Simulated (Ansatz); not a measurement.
Gas-phase electronic energies from Ansatz, PBE0-D4/def2-TZVP geometries. CBS: MP2 limit from def2 TZ/QZ plus the TZ coupled-cluster correction, frozen cores. This one scheme is used for every species. Functionals use def2-TZVPP. For Ge outer-core shells are correlated without core-valence functions, which leaves a few kJ/mol of doubt a bond. Scalar relativity is left out up to krypton. One conformer a species, not always the lowest.

`N[SiH](Cl)[GeH2][F]` + `CCl` → `N[SiH](Cl)CCl` + `[F][GeH3]`  (formal exchange of groups at the Si–Ge bond)

```tsv
level	ΔE (kJ/mol)	difference from CCSD(T)/CBS
PBE0-D4	14.1	6.8
ωB97M-V	3.8	-3.5
B2PLYP	9.6	2.3
PBE0	16.0	8.7
MP2/def2-TZVPP	1.3	-6.0
CCSD(T)/def2-TZVPP	5.3	-2.0
MP2/def2-QZVPP	2.3	-5.0
SCS-MP2/def2-QZVPP	3.1	-4.2
HF/CBS(def2)	5.5	-1.8
CCSD/CBS(def2)	7.9	0.6
CCSD(T)/CBS	7.3	0
```

Largest T1 diagnostic among the species: 0.012.

From PBE to PBE0 (25 % exact exchange), in def2-TZVPP and without D4, ΔE moves by −4.2 kJ/mol. The D4 term adds −3.8 kJ/mol with B3LYP and −1.9 kJ/mol with PBE0; it sums over pairs of atoms, weighted by their polarisabilities, and B3LYP, whose exchange is more repulsive, gets the larger term.

B3LYP here is the variant with VWN-RPA as its local correlation; programs differ in this.
